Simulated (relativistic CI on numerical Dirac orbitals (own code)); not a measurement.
Au³²⁺: sensitivity of the levels to the model

Base calculation: Dirac-Coulomb-Breit CI, separate exchange-only KLI orbitals for each configuration, a model potential for QED, unscaled Slater integrals.

CI space (outside the closed core [Ar] 3d10): 4s²4p⁶4d¹⁰4f, 4s²4p⁶4d⁹4f², 4s²4p⁶4d¹⁰5s, 4s²4p⁶4d¹⁰5p, 4s²4p⁵4d¹⁰4f², 4s²4p⁶4d¹⁰5d, 4s4p⁶4d¹⁰4f², 4s²4p⁴4d¹⁰4f³, 4s²4p⁶4d⁹4f5s, 4s²4p⁶4d⁹5s², 4s²4p⁶4d¹⁰5f, 4s²4p⁶4d⁸4f²5s, 4s²4p⁶4d⁹4f5p, 4s²4p⁶4d⁹5s5p, 4s²4p⁶4d¹⁰5g, 4s²4p⁶4d¹⁰6s. Levels of other configurations are missing.

The lowest level and the first level of each name with at least 55 % of one term (blank where a level has no safe partner in the second run):

```
              Level  Base (cm⁻¹)  Shift (cm⁻¹)
4s²4p⁶4d¹⁰4f ²F°5/2            0             0
4s²4p⁶4d¹⁰4f ²F°7/2        46576            -8
 4s²4p⁶4d¹⁰5s ²S1/2      1649080        +81112
 4s²4p⁶4d⁹4f² ⁴F3/2      1749966         -5356
 4s²4p⁶4d⁹4f² ⁴F5/2      1754890         -5601
 4s²4p⁶4d⁹4f² ⁴F9/2      1812658         -5640
4s²4p⁶4d⁹4f² ⁴K15/2      1824402         -5902
4s²4p⁶4d⁹4f² ⁴H13/2      1844010         -5341
4s²4p⁶4d⁹4f² ⁴K17/2      1844304         -5902
 4s²4p⁶4d⁹4f² ²D3/2      1866585         -5039
4s²4p⁶4d⁹4f² ²L17/2      1888204         -5893
4s²4p⁶4d⁹4f² ²I13/2      1890471         -5497
4s²4p⁶4d⁹4f² ⁴I15/2      1892881         -5892
4s²4p⁶4d⁹4f² ²K15/2      1951703         -5888
```

At this charge energies of transitions that change n are usually good to better than 1 %, and those within a shell (Δn = 0) to a few per cent.

Question: One thing was changed in a second run, which moved the levels as shown. Which?
A. valence Slater integrals scaled by 0.9
B. non-relativistic limit
C. QED terms removed
D. Breit term removed
E. only the first 3 configurations

Answer: E. Only the first 3 configurations. With fewer configurations the levels that remain lose their mixing partners.

LS names give the leading component of a level, which can be under half, so a name can repeat, a term be missing and a line seem to break the LS rules.
